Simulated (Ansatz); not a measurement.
Consider the cleavage of the Si–B bond: `B[SiH2]B(C)[SiH3]` + `OBF` → `B[SiH2]OBF` + `CB[SiH3]`.

Calculated with Ansatz (gas phase, PBE0-D4/def2-TZVP geometries, no zero-point term in ΔE). CCSD(T)/CBS adds triple-zeta CCSD(T) − MP2 to the extrapolated MP2 energy (def2 sets, frozen cores). This one scheme is used for every species. DFT in def2-TZVPP. One conformer a species, not always the lowest.

```csv
level,ΔE (kJ/mol),difference from CCSD(T)/CBS
ωB97X-V,-88.2,-3.6
ωB97M-V,-87.9,-3.3
B2PLYP,-93.3,-8.7
PBE,-61.5,23.1
HF/def2-TZVPP,-126.5,-41.9
SCS-MP2/def2-TZVPP,-97.3,-12.7
CCSD/def2-TZVPP,-91.0,-6.4
CCSD(T)/def2-TZVPP,-83.9,0.7
SCS-MP2/def2-QZVPP,-98.4,-13.8
HF/CBS(def2),-129.0,-44.4
CCSD(T)/CBS,-84.6,0
```

Largest T1 diagnostic among the species: 0.015.

From PBE to PBE0 (25 % exact exchange), in def2-TZVPP and without D4, ΔE moves by −11.5 kJ/mol. In def2-TZVPP, CCSD(T) changes the Hartree–Fock value by +42.6 kJ/mol (the triples alone add +7.1 kJ/mol) and MP2 by +37.8 kJ/mol.
